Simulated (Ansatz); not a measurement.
Start from `BOC([SiH3])[SiH3]` and change one atom or group to get `BOC(C)[SiH3]`.

Ansatz, PBE0-D4/def2-TZVP geometries, multiplicity 1. Each molecule was computed in one conformer, which needn't be the lowest.

| property | `BOC([SiH3])[SiH3]` |
| --- | --- |
| size of the dipole moment (ωB97M-V/def2-TZVPP) / D | 1.27 |
| HOMO–LUMO gap (PBE/def2-TZVPP) / eV | 5.41 |
| HOMO–LUMO gap (PBE0/def2-TZVPP) / eV | 7.60 |
| LUMO energy (ωB97M-V/def2-TZVPP) / eV | 1.25 |
| LUMO energy (PBE/def2-TZVPP) / eV | -1.58 |
| HOMO energy (ωB97M-V/def2-TZVPP) / eV | -10.40 |

Problem. Give the same properties after the change, and the shifts. (An estimate is asked.)

Solution. Computed: 
```tsv
property	`BOC(C)[SiH3]`	shift
size of the dipole moment (ωB97M-V/def2-TZVPP) / D	1.60	0.33
HOMO–LUMO gap (PBE/def2-TZVPP) / eV	5.54	0.13
HOMO–LUMO gap (PBE0/def2-TZVPP) / eV	7.80	0.20
LUMO energy (ωB97M-V/def2-TZVPP) / eV	1.38	0.13
LUMO energy (PBE/def2-TZVPP) / eV	-1.44	0.14
HOMO energy (ωB97M-V/def2-TZVPP) / eV	-10.52	-0.12
```

With PBE0 the HOMO falls by 0.07 eV and the LUMO rises by 0.14 eV, so the gap widens by about 0.21 eV. PBE moves the HOMO by 0.00 eV and ωB97M-V by -0.12 eV. Dipoles are sizes alone; their direction can turn.
